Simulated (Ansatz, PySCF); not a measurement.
C2H4FNOSi, SMILES N#C[C@@H](F)[SiH2]O. Atoms are numbered in the order given.

```xyz
10

N      2.6830     0.6984     0.7646
C      1.7724     0.2646     0.1989
C      0.5651    -0.2377    -0.4658
F      0.4317    -1.6082    -0.2649
Si    -1.0136     0.5865     0.2480
O     -2.3272    -0.0126    -0.5689
H      0.6540    -0.0500    -1.5499
H     -1.0333     0.2555     1.6976
H     -0.9460     2.0434    -0.0084
H     -2.5585    -0.9366    -0.4265
```

The structure is a stationary point at ωB97X-D3(BJ)/def2-SVP. The structure was generated by enumeration; whether it is a known compound was not checked. Other conformers were not sampled.

Vertical ionisation energy (IE) and electron affinity (EA) in eV. Rows of orbital energies are one-electron estimates. Where ΔSCF, EOM or ADC give a negative EA the extra electron is unbound and the value depends on the basis.

| level | IE | EA |
|---|---|---|
| −ε(HOMO), −ε(LUMO), ωB97X/def2-TZVP (PySCF) | 11.27 | -1.24 |
| −ε(HOMO), −ε(LUMO), PBE/def2-TZVP (PySCF) | 7.43 | 1.99 |
| ΔSCF, PBE0/def2-SVPD (Ansatz), final states of multiplicity 2 and 2 | 10.99 | -0.56 |
| ΔSCF, PBE/def2-SVPD (Ansatz), final states of multiplicity 2 and 2 | 10.47 | -0.31 |

Q: What vertical singlet–triplet gap does ΔSCF give with PBE0/def2-SVPD (Ansatz, an electronic-structure program) and with PBE/def2-SVPD (Ansatz)? (The exact figures need the calculation; the answer reports its results.)

A: 5.79 and 5.26 eV (triplet above singlet where positive).
